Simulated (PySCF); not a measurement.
Species: C7H15, net charge 0, doublet state. It need not be the lowest isomer of its formula. 
Geometry from a B3LYP-D3(BJ)/def2-TZVP (Ansatz) optimisation:
SMILES: [CH2]C(C)(C)CCC
```xyz
22

C      2.8699     0.7169     0.4908
C      1.4465     0.2612     0.8001
C      0.5803     0.1702    -0.4537
C     -0.9090    -0.1724    -0.2227
C     -1.5708     0.8981     0.5824
C     -1.0620    -1.5329     0.4734
C     -1.5965    -0.2502    -1.6074
H      2.8742     1.7075     0.0295
H      3.3618     0.0296    -0.2021
H      3.4786     0.7683     1.3955
H      0.9834     0.9527     1.5099
H      1.4806    -0.7108     1.2986
H      1.0065    -0.5766    -1.1325
H      0.6285     1.1268    -0.9861
H     -1.3388     1.9403     0.4023
H     -2.4082     0.6717     1.2292
H     -0.5591    -2.3178    -0.0961
H     -0.6421    -1.5192     1.4792
H     -2.1170    -1.8024     0.5568
H     -1.5042     0.6966    -2.1421
H     -1.1357    -1.0329    -2.2166
H     -2.6582    -0.4791    -1.5027
```
Charge 0, spin multiplicity 2.

Dispersion corrections to the total energy (kcal/mol) from the dftd3 and dftd4 libraries through PySCF: D3(BJ) without and D4 with the three-body term, each with the damping fitted for the functional named.

| functional | D3(BJ) | D4 |
|---|---|---|
| PW6B95 | ___ | -9.47 |
| B3LYP | -20.11 | -17.88 |
| HF | -81.82 | -40.70 |
| PBE0 | -10.46 | ___ |
| BLYP | -24.71 | ___ |
| revPBE | -30.79 | -37.73 |
| CAM-B3LYP | -9.13 | -9.61 |

Task: Complete the blanks.

Result: 
- PW6B95, D3(BJ): -5.70
- PBE0, D4: -9.63
- BLYP, D4: -24.96
